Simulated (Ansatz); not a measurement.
C₅H₃Cl, SMILES C(=C=CC#C)Cl.

Geometry optimised at PBE0-D3(BJ)/def2-SVP. The structure was generated by enumeration, and PubChem lists no compound with its InChIKey, so it may never have been made.

Two levels are set side by side: PBE/def2-SVPD (Ansatz, a quantum-chemistry and plane-wave program) and CAM-B3LYP/def2-SVPD (Ansatz). Energy differences of separate SCF runs at the same geometry; the states with an electron removed or added have multiplicity 2 and 2. Differences are taken from unrounded values.

| quantity | CAM-B3LYP |
|---|---|
| vertical ionisation energy (eV) | 9.49 |
| vertical singlet–triplet gap (eV) | 3.48 |

Question: What does PBE give, and how far is it from CAM-B3LYP? (Estimate from the structure and the level; the computed values follow.)

Answer: 
```tsv
quantity	PBE	PBE minus CAM-B3LYP
vertical ionisation energy (eV)	9.19	-0.30
vertical singlet–triplet gap (eV)	3.34	-0.14
```
